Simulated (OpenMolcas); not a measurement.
## Mo5+ in a point-charge field

Mo5+ among 6 point charges of -1.7 e arranged as an octahedron (Oh), 2.04 Å from the ion.
```
   2.0400    0.0000    0.0000  -1.70
   0.0000    2.0400    0.0000  -1.70
  -2.0400    0.0000    0.0000  -1.70
   0.0000   -2.0400    0.0000  -1.70
   0.0000    0.0000    2.0400  -1.70
   0.0000    0.0000   -2.0400  -1.70
```

```yaml
Program: OpenMolcas 26.06
Method: "SS-CASPT2, IPEA 0.25 Eh, imaginary shift 0.1 Eh (closed shells correlated: 4s 4p)"
Basis: ANO-RCC-VDZP [6s5p3d1f]
Scalar_Hamiltonian: DKH2, point nucleus
Active_space: 1 electron in 5 orbitals (4d)
State_averaging: 2S+1 = 2 even, 5 roots
Spin-orbit_coupling: state interaction with AMFI integrals over the reference wave functions
```

The lowest spin-free states (labels of O, the rotations of Oh), above the lowest:

```tsv
State	Degeneracy	E (cm-1)	Free-ion L (%)
2T2	3	0	D (100)
2E	2	7320	D (100)
```

The lowest levels with spin-orbit coupling:

```tsv
E (cm-1)	Degeneracy	Label	2S+1	g
0	4	Γ8	2	
1690	2	Γ7	2	2.00 2.00 2.00
8210	4	Γ8	2
```

Powder χT (cm3 K/mol): 0.0429 at 2 K, 0.0452 at 10 K, 0.0569 at 50 K, 0.0715 at 100 K, 0.101 at 200 K, 0.13 at 300 K. The effective moment at 300 K is 2.828 √(χT) = 1.02 μB.

The lowest level has 2S+1 = 2, for which the spin-only value is χT = S(S+1) / 2 = 0.375 cm3 K/mol (g = 2). The computed 0.130 at 300 K differs by -0.245, through orbital momentum, spin-orbit coupling and any other state in reach. With a threefold ground state the orbital momentum is unquenched, so the spin-only value is not expected to hold.

The gap between the two states is 10Dq = 7321 cm-1.

Roots that are degenerate in the reference are averaged as groups; the widest CASPT2 spread within a group is 13 cm-1 (the 2-fold group of multiplicity 2 near 7320 cm-1 above the lowest state of its run). Shifts and gaps below about the spread of the groups concerned are not significant. An orbital triplet at a regular site is open to Jahn-Teller coupling, which can distort the site and quench the lowest spin-orbit gaps and is left out. This field is weak: 10Dq is about 7321 cm-1, while octahedral complexes of 4d ions of charge 3 and more, computed by the same method with explicit ligands, had a median near 25000 cm-1. Ground spin and moment need not be those of a real site. Free-ion shares, where given, are those of the reference states; single-state CASPT2 does not remix them. This is an electrostatic model: the charges have no orbitals. No measured value stands beside these numbers.

The CASPT2 steps took 0.41 s on 1 thread of Intel(R) Xeon(R) Platinum 8488C (Sapphire Rapids), with other jobs on the host; the integral step is not counted.
